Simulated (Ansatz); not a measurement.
Ansatz results at the PBE0-D4/def2-TZVP geometry: HOMO energy (B3LYP/def2-TZVPP) -7.97 eV; LUMO energy (PBE0/def2-TZVPP) 0.38 eV; HOMO–LUMO gap (PBE0/def2-TZVPP) 8.57 eV.

Each molecule was computed in one conformer, which needn't be the lowest.

Which molecule gave them?
A. `O[SiH](O)[SiH](Cl)Cl`
B. `CO[SiH2]N[SiH2]F`
C. `O[SiH](O)/C=C/[SiH3]`
D. `N[SiH2]S[SiH](N)Cl`

B. The others give `O[SiH](O)[SiH](Cl)Cl`: -7.84, -0.73, 7.29; `N[SiH2]S[SiH](N)Cl`: -7.18, 0.02, 7.45; `O[SiH](O)/C=C/[SiH3]`: -7.78, -0.97, 7.04.

B3LYP here is the variant with VWN-RPA as its local correlation; programs differ in this.
